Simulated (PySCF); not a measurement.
Geometry (Å), atoms numbered from 1 in this order:
```xyz
25

C    -1.821   -1.757    1.140
C    -1.773   -0.275    0.786
C    -2.444    0.059   -0.562
Si   -1.885    1.791   -1.067
N    -0.303    1.777   -0.329
Si   -0.014    0.457    0.768
N     1.259   -0.580    0.205
C     2.141   -1.290    1.092
C     1.333   -0.995   -1.171
H    -1.267   -2.359    0.400
H    -2.856   -2.137    1.167
H    -1.369   -1.958    2.125
H    -2.299    0.294    1.577
H    -2.092   -0.643   -1.340
H    -3.541   -0.051   -0.519
H    -2.785    2.864   -0.528
H    -1.818    1.990   -2.551
H     0.394    2.493   -0.504
H     0.419    0.853    2.145
H     3.197   -1.195    0.771
H     1.915   -2.374    1.144
H     2.068   -0.887    2.113
H     1.018   -2.048   -1.321
H     0.692   -0.356   -1.797
H     2.365   -0.907   -1.562
```

Geometry: PBE0-D3(BJ)/def2-SVP; GIAO shifts from PySCF 2.14, gas phase, non-relativistic, averaged over equivalent atoms.

At KT3/pcSseg-1 (247 basis functions, 77 s wall time on 1 thread of an Arm Neoverse V2, shared host):
```csv
atoms,δ (ppm)
C8/C9,38.4
C2,22.4
C1,20.3
C3,16.9
Si6,-11.8
Si4,-27.2
N7,41.2
N5,29.5
H17,4.93
H16,4.73
H19,4.70
H20/H21/H22/H23/H24/H25,2.58
H10/H11/H12,1.09
H15,1.04
H14,0.69
H13,0.66
H18,0.23
```

δ = σ(ref) − σ, references computed at the same level: $^{13}$C (σref 182.31), $^{29}$Si (σref 365.51), $^{1}$H (σref 31.32) vs TMS; NH3 for $^{15}$N (σref 262.01).

**Question.** What do these become at PBE0/pcSseg-1?

**Answer.** 
| atoms | δ at PBE0/pcSseg-1 | change |
| --- | --- | --- |
| C8/C9 | 38.1 | -0.3 |
| C2 | 20.0 | -2.4 |
| C1 | 19.3 | -1.0 |
| C3 | 15.9 | -1.0 |
| Si6 | -5.2 | +6.6 |
| Si4 | -24.2 | +3.0 |
| N7 | 33.1 | -8.1 |
| N5 | 28.8 | -0.7 |
| H17 | 4.99 | +0.06 |
| H16 | 4.77 | +0.04 |
| H19 | 4.74 | +0.04 |
| H20/H21/H22/H23/H24/H25 | 2.52 | -0.06 |
| H10/H11/H12 | 1.07 | -0.02 |
| H15 | 0.96 | -0.08 |
| H14 | 0.63 | -0.06 |
| H13 | 0.54 | -0.12 |
| H18 | 0.22 | -0.01 |

Shifts are taken against calculated references (same method and geometry level): TMS for $^{13}$C (σref 184.41), $^{29}$Si (σref 351.99), $^{1}$H (σref 31.27); $^{15}$N (σref 265.67) vs NH3.

The largest change is at N7 (nitrogen bonded to 2 C, Si). Cost: 247 basis functions, 64 s wall time on 1 thread of an Arm Neoverse V2, shared host. The order of the carbon signals is the same at both levels.

Experimental scales use liquid or dissolved standards, which lie at an offset from isolated NH3 (liquid NH3: subtract about 20 ppm).
